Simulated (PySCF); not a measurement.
C2H5ClFNSi, SMILES N[Si@@H](/C=C/F)Cl.

Geometry: ωB97X-D3(BJ)/def2-SVP. The structure was generated by enumeration; whether it is a known compound was not checked. The values are those of a single conformer.

The numbers are results of PBE/def2-TZVP (PySCF), not measurements.

Gas-phase values at a fixed geometry.

Computed frontier levels, gap, dipole moment and polarisability:
- highest occupied level: -6.52 eV
- lowest empty level: -1.56 eV
- orbital gap: 4.96 eV
- dipole moment: 1.90 D
- quadrupole, principal values (traceless, Buckingham form, about the centre of nuclear charge): -6.67, -0.29, 6.96 D·Å
- mean static polarisability: 69.9 bohr³ (10.36 Å³)
- polarisability, principal values: 54.4, 71.7, 83.7 bohr³
